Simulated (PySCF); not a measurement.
**Working out the ionisation energy of Te⁺**

Te⁺ [Kr] 4d10 5s2 5p3 (4S) → Te²⁺ [Kr] 4d10 5s2 5p2 (3P). Calculation: PySCF 2.14, in def2-QZVPPD with the def2 core potential (28 electrons) (8s7p5d4f1g, 91 functions); a scalar-relativistic core potential. Frozen: nothing. Energies in hartree (1 hartree = 27.21139 eV):

```
             part  Te⁺ (lower)  Te²⁺ (upper)
              UHF  -266.722714   -266.048278
MP2 opposite-spin    -0.445854     -0.434832
    MP2 same-spin    -0.250010     -0.236412
```

Q: What does Hartree-Fock give?

A: (-266.048278) − (-266.722714) = 0.674436 hartree = 18.352 eV.

Q: What do MP2 and SCS-MP2 (6/5 opposite-spin, 1/3 same-spin) give?

A: The opposite-spin parts differ by 0.300 eV and the same-spin parts by 0.370 eV. MP2: 18.352 + (0.300) + (0.370) = 19.022 eV. SCS-MP2: 18.352 + 1.2 × (0.300) + (0.370)/3 = 18.835 eV.

Reference: 18.6 ± 0.4 eV (measured; NIST Atomic Spectra Database, ionization energies), between the lowest levels; spin-orbit coupling is absent from the calculation.

What remains against the reference includes basis incompleteness and correlation beyond second order.
